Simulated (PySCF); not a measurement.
This PySCF input asks for the NMR shieldings of SMILES B(C(C)C)B[SiH2]C(F)(F)F, C₄H₁₁B₂F₃Si; the geometry comes from GFN2-xTB.

```python
import basis_set_exchange as bse
import numpy as np
from pyscf import gto, dft
from pyscf.prop import nmr

atoms = """
C    -1.647876   -1.192931    0.766470
C    -1.483768    0.128665    0.009197
C    -2.731658    0.395783   -0.845436
B    -0.207024    0.093150   -0.965343
B     0.903485    1.252966   -0.943954
Si    2.479137    1.168498    0.222858
C     2.814209   -0.695445    0.730297
F     3.919548   -0.876462    1.479143
F     2.959130   -1.503142   -0.346775
F     1.792506   -1.224474    1.445413
H    -2.518347   -1.147236    1.419836
H    -1.781452   -2.019572    0.072583
H    -0.772276   -1.397269    1.376884
H    -1.419670    0.929766    0.753567
H    -2.875521   -0.399526   -1.573122
H    -2.640722    1.338150   -1.381455
H    -3.615987    0.444488   -0.211798
H    -0.186907   -0.839190   -1.680126
H     0.820699    2.240237   -1.575263
H     3.805144    1.529712   -0.307177
H     2.378431    1.790776    1.553730
"""
names = dict.fromkeys(["C", "B", "Si", "F", "H"], "pcSseg-1")
basis = {el: gto.basis.parse(bse.get_basis(n, elements=[el], fmt="nwchem")) for el, n in names.items()}
mol = gto.M(atom=atoms, basis=basis, charge=0, verbose=0)
mf = dft.RKS(mol, xc="PBE0")
mf.grids.level = 2
mf.grids.alignment = dft.numint.BLKSIZE   # the property module wants whole blocks of grid points
mf.conv_tol = 1e-9
mf.kernel()

calc = nmr.RKS(mf)   # GIAO
C = mf.mo_coeff
Co = C[:, mf.mo_occ > 0]
resp = mf.gen_response(singlet=True, hermi=2)
def vind(x):   # induced exchange potential for any number of trial vectors
    d = np.einsum("pi,xij,qj->xpq", C, 2 * x.reshape(-1, C.shape[1], Co.shape[1]), Co, optimize=True)
    return np.einsum("xpq,pi,qj->xij", resp(d - d.transpose(0, 2, 1)), C, Co, optimize=True).ravel()
mo1, _ = nmr.rhf.solve_mo1(calc, with_cphf=vind)
sigma = calc.kernel(mo1)
for i, s in enumerate(sigma):   # ppm
    w = np.linalg.eigvalsh((s + s.T) / 2)
    print("%2d %-2s iso %8.1f  s11 %8.1f  s22 %8.1f  s33 %8.1f" % (i, mol.atom_pure_symbol(i), w.mean(), *w))
```

**Question.** Give the expected output.

**Answer.** 
```
 0 C  iso    164.8  s11    150.0  s22    158.9  s33    185.4
 1 C  iso    158.0  s11    131.4  s22    152.7  s33    190.1
 2 C  iso    167.9  s11    154.3  s22    161.1  s33    188.4
 3 B  iso     -3.8  s11   -108.2  s22     -6.4  s33    103.1
 4 B  iso    -20.2  s11   -162.1  s22    -40.9  s33    142.4
 5 Si iso    421.9  s11    368.1  s22    433.0  s33    464.6
 6 C  iso     44.3  s11     37.4  s22     42.0  s33     53.5
 7 F  iso    240.8  s11    144.8  s22    252.4  s33    325.3
 8 F  iso    239.1  s11    133.4  s22    247.9  s33    336.1
 9 F  iso    244.4  s11    140.2  s22    259.0  s33    334.1
10 H  iso     30.5  s11     26.6  s22     28.2  s33     36.6
11 H  iso     30.7  s11     27.6  s22     28.7  s33     35.9
12 H  iso     30.1  s11     24.5  s22     28.6  s33     37.3
13 H  iso     29.5  s11     25.9  s22     28.9  s33     33.7
14 H  iso     30.8  s11     27.0  s22     29.1  s33     36.5
15 H  iso     30.8  s11     25.6  s22     28.3  s33     38.4
16 H  iso     30.4  s11     26.5  s22     28.0  s33     36.5
17 H  iso     22.5  s11     11.4  s22     25.7  s33     30.5
18 H  iso     19.4  s11      4.5  s22     25.1  s33     28.6
19 H  iso     27.3  s11     23.5  s22     26.2  s33     32.3
20 H  iso     27.2  s11     24.4  s22     25.9  s33     31.2
```

These numbers come from an equivalent density-fitted implementation of the same equations, which agrees with the script to about 0.01 ppm for H and up to a few tenths of a ppm for heavy atoms, so last digits may differ.

Size and cost of the density-fitted run: 232 basis functions, 110 s wall time on 1 thread of an Arm Neoverse N1, shared host; peak memory 1.1 GiB.
